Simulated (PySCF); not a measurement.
A side-by-side comparison of computed properties.

First species: C₅H₁₁FOSi.
SMILES: `CO[Si@H]1C[C@@](C)(F)C1`

Second species: C7H7F4P.
SMILES: `Cc1c(F)cc(C(F)(F)F)p1C`

Levels: PBE0/pcSseg-1 for dipole moment, HOMO energy, LUMO energy and HOMO–LUMO gap; GFN2-xTB for rotational constant A and rotational constant C. Geometries: GFN2-xTB. All species are isolated and taken at one optimised geometry, non-relativistic unless stated; the electronic structure was computed with PySCF and density fitting.

The conformers computed, where there is a choice (atom-mapped SMILES and torsion angles):
- `[CH3:1][O:2][Si@H:3]1[CH2:4][C@@:5]([CH3:6])([F:7])[CH2:8]1`: C1–O2–Si3–C4 178°
- `[CH3:1][c:2]1[c:3]([F:4])[cH:5][c:6]([C:7]([F:8])([F:9])[F:10])[p:11]1[CH3:12]`: C5–C6–C7–F8 -179°

```
             property   column X   column Y
        dipole moment     2.94 D     2.84 D
          HOMO energy   -7.69 eV   -7.04 eV
          LUMO energy    0.70 eV   -1.96 eV
        HOMO–LUMO gap    8.39 eV    5.08 eV
rotational constant A  4.167 GHz  1.344 GHz
rotational constant C  0.866 GHz  0.458 GHz
```

(1) Which column belongs to which species?

(2) How does each property change from the first species to the second?

## Answers

(1) Column X is the first species and column Y the second. The first has 19 atoms and 72 electrons, the second 19 and 100.

(2) dipole moment -0.10 D; HOMO energy +0.65 eV; LUMO energy -2.66 eV; HOMO–LUMO gap -3.31 eV; rotational constant A -2.823 GHz; rotational constant C -0.408 GHz.

On the first: The dipole equals about 9.8 × 10⁻³⁰ C·m (1 D = 3.33564 × 10⁻³⁰ C·m).

On the second: The dipole matches unit charges of opposite sign 0.59 Å apart (1 e·Å = 4.8032 D). A dipole of 2.84 D is allowed in C1, and pure rotational transitions are dipole-allowed.
